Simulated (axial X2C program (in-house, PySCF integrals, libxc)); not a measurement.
# Low determinants of PdC at the PBE0 level, with spin–orbit coupling

Computed with an in-house relativistic program for diatomic molecules. Two-component (2c) means X2C with spin–orbit coupling and atomic mean-field two-electron Coulomb and Gaunt terms. Basis: Pd dyall-cv3z [12s12p8d5f3g], C dyall-v3z [7s6p2d1f] (cores contracted in-house); Gaussian nuclei, density fitting, unrestricted open shells. Masses: Pd 105.903 u, C 12.000 u.

Search at 1.749 Å (vertical energies from the lowest determinant):

```csv
ΔE (eV),state,electrons beyond evenly filled partner blocks,"electrons in ±ω = 1/2, 3/2, 5/2, 7/2"
0.00,Ω = 2,"ω = 1/2, ω = 3/2",33 15 4 0
0.03,Ω = 0,none,34 14 4 0
0.13,Ω = 1,2 × ω = 1/2,34 14 4 0
0.21,Ω = 1,"ω = -1/2, ω = 3/2",33 15 4 0
1.61,Ω = 0,none,32 16 4 0
2.26,Ω = 4,"ω = 3/2, ω = 5/2",34 15 3 0
2.61,Ω = 1,"ω = -3/2, ω = 5/2",34 15 3 0
```

Lowest determinant, Ω = 2 (⟨Sz⟩ = 1.00, ⟨Lz⟩ = 1.00 at PBE0): Re = 1.745 Å, ωe = 764.2 cm⁻¹.

The determinant in row 2 of the search, Ω = 0 (closed shell), was followed along the bond at PBE0; measured from the minimum of the lowest determinant it gives:

Te = -0.002 eV (-14 cm⁻¹), Re = 1.702 Å, ωe = 865.2 cm⁻¹.

Compare the bond of the determinant in row 2 with that of the lowest one.

At PBE0 its Re is 0.043 Å shorter and its force constant, which goes as ωe², is 1.28 times that of the lowest determinant. T0 ≈ Te + Δωe/2 = -14 + (50) = 36 cm⁻¹.

The search compares states at one distance, so a state with another bond length can lie lower; it is not exhaustive and yields mostly the lowest determinant of each block pattern, so other components and higher states of one pattern are missing. These are energies of single determinants, not of spin-adapted states; PBE0 term energies can be off by some tenths of an eV, and the functional has no current term. Open-shell Ω = 0 determinants with evenly filled partner blocks cannot be reached by this program, so the Ω shown need not be the lowest component. The lowest determinant need not be the ground state where others lie within half an eV.
